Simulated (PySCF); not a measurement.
## Ca (calcium, neutral) across methods

[Ar] 4p2, high-spin 3P determinant (an excited configuration). Computed with PySCF 2.14 in aug-cc-pwCVTZ-X2C, with the spin-free X2C one-electron Hamiltonian (Gaussian nucleus).

| method | E (hartree) | mean ε 3p α (eV) | mean ε 3p β (eV) | mean ε 4p α (eV) | Σ⟨r²⟩ (bohr²) | ⟨S²⟩ |
| --- | --- | --- | --- | --- | --- | --- |
| PBE0 | -680.123 | -32.820 | -32.690 | -3.111 | 70.47 | 2.000 |
| M06-L | -680.262 | -31.262 | -31.227 | -2.586 | 69.79 | 2.000 |
| BLYP | -680.314 | -30.145 | -30.064 | -2.437 | 69.64 | 2.000 |
| LDA | -678.430 | -30.400 | -30.285 | -2.655 | 69.32 | 2.000 |
| r2SCAN | -680.260 | -31.224 | -31.137 | -2.708 | 70.14 | 2.000 |
| UHF | -679.48328 | -39.077 | -38.879 | -4.041 | 76.68 | 2.000 |
| PW91 | -680.309 | -30.429 | -30.318 | -2.696 | 69.41 | 2.000 |
| PBE | -680.085 | -30.367 | -30.258 | -2.677 | 69.43 | 2.000 |

Task: Estimate the same row for HSE06.

Result: E (hartree) = -680.145; mean ε 3p α (eV) = -32.402; mean ε 3p β (eV) = -32.271; mean ε 4p α (eV) = -2.787; Σ⟨r²⟩ (bohr²) = 70.61; ⟨S²⟩ = 2.000.
